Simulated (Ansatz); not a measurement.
`C[SiH2]O[SiH3]` + `[OH][MgH]` → `[MgH][O][SiH3]` + `C[SiH2]O` at 500 K and 1 bar (ligand exchange at the Si–O bond).

Computed with Ansatz on PBE0-D4/def2-TZVP structures; ΔE is electronic, products minus reactants. CCSD(T)/CBS adds triple-zeta CCSD(T) − MP2 to the extrapolated MP2 energy (def2 sets, frozen cores). This one scheme is used for every species. For Mg outer-core shells are correlated without core-valence functions, which leaves a few kJ/mol of doubt a bond. One conformer a species, not always the lowest.

```
         species  CCSD(T)/CBS energy (Eh)  H − E (kJ/mol)  S (J/(mol·K))
`C[SiH2]O[SiH3]`               -696.28988           270.0          442.0
     `[OH][MgH]`               -276.29839            72.2          285.7
`[MgH][O][SiH3]`               -566.62487           126.3          350.0
      `C[SiH2]O`               -405.96945           214.0          347.9
```

H − E and S are ideal-gas, rigid-rotor, harmonic terms from PBE0-D4/def2-TZVP, for one conformer and one mirror image of each species. 1 Eh = 2625.50 kJ/mol, R = 8.31446 J/(mol·K).

Q: By hand: ΔE, ΔH, ΔS and ΔG.

A: ΔE = (-566.62487) + (-405.96945) − (-696.28988) − (-276.29839) = -0.00605 Eh = -15.9 kJ/mol. Δ(H − E) = 126.3 + 214.0 − 270.0 − 72.2 = -1.9, so ΔH = -17.8 kJ/mol. ΔS = 350.0 + 347.9 − 442.0 − 285.7 = -29.8 J/(mol·K). ΔG = -17.8 − 500 × (-29.8)/1000 = -2.9 kJ/mol.

Q: By hand: the equilibrium constant, and the temperature at which ΔG would vanish if ΔH and ΔS stayed fixed.

A: log₁₀ K = −ΔG/(RT ln 10) = 0.3. ΔG = 0 at ΔH/ΔS = 597 K.

TΔS isn't small against ΔH here. The sign of ΔG lies within the doubt. A doubt of 5 kJ/mol in ΔE shifts log₁₀ K by 0.5 here. Other conformers and mirror images would add mixing entropy, several J/(mol·K) or more a flexible species. Modes under 60 cm⁻¹, often nearly free rotors, make the harmonic entropy too high. These are equilibria of isolated gas molecules and say nothing of rates. Largest T1 diagnostic: 0.011 (customary marks: 0.02 for closed shells, 0.045 for open ones).
